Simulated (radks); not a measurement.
Charge is removed step by step from the 3s level of Eu3+, starting from [Xe] 4f6. All-electron calculation, scalar-relativistic Kohn-Sham, SCAN, spin-unpolarised, spherical densities, finite nucleus; meta-GGA in the generalised Kohn-Sham scheme; Fermi nuclear charge, rms radius 5.1115 fm. Program: a radial shooting solver on a logarithmic mesh with Libxc functionals.

removed (e)  E - E(0) (eV)  eigenvalue (eV)  E minus straight line (eV)
0                    0.000          -1796.8                       0.000
0.25                450.38          -1809.3                      -4.736
0.5                 903.88          -1821.9                      -6.347
0.75                1360.6          -1834.6                      -4.782
1                   1820.4          -1847.5                       0.000

Removing the whole electron costs 1820.4 eV by Delta-SCF, against 1796.8 eV from minus the eigenvalue at the starting occupation. Slater's transition state (half an electron removed) gives 1821.9 eV. Integrating minus the eigenvalue over the occupation (Janak's theorem) gives 1822.0 eV. In this scalar-relativistic scheme the density is built from large components alone, so the theorem holds only approximately. The mean slope of the eigenvalue, de/dn, is 50.7 eV per electron.
